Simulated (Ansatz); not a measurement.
Reaction (SMILES): [SiH3]N[SiH2]O[SiH3] -> [SiH2]O[SiH2]N[SiH3] + H atom (the H-Si bond at the site shown breaks; other sites are not compared here)
Structures are relaxed separately at B3LYP-D3(BJ)/def2-TZVP in Ansatz (a program for electronic structure), one conformer each, not searched for the lowest.

Wanted: bond dissociation energy (electronic energy difference), in kcal/mol. Cores are frozen in the correlated levels unless marked. Open shells are spin-unrestricted. Spin-orbit coupling is left out. Non-relativistic. CBS marks a two-point X^-3 extrapolation of the correlation energy; Hartree-Fock from the larger set.

| level | program | bond dissociation energy (kcal/mol) |
|---|---|---|
| HF/cc-pV(T+d)Z | Ansatz | 78.9 |
| PBE0-D3(BJ)/def2-TZVP | Ansatz + dftd3 | 92.0 |
| PBE0-D4/def2-TZVP | Ansatz + dftd4 | 92.0 |
| PBE0/def2-TZVP | Ansatz | 92.5 |
| HSE06-D4/def2-TZVPD | Ansatz + dftd4 | 91.9 |
| HSE06/def2-TZVPD | Ansatz | 92.4 |
| B2GP-PLYP-D4/def2-TZVPD | Ansatz + dftd4 | 95.3 |
| MP2/cc-pV(D+d)Z | Ansatz | 90.9 |
| CCSD(T)/6-31G* | Ansatz | 87.3 |
| CCSD(T)/CBS(cc-pV(T+d)Z,cc-pV(Q+d)Z) | Ansatz | 97.9 |
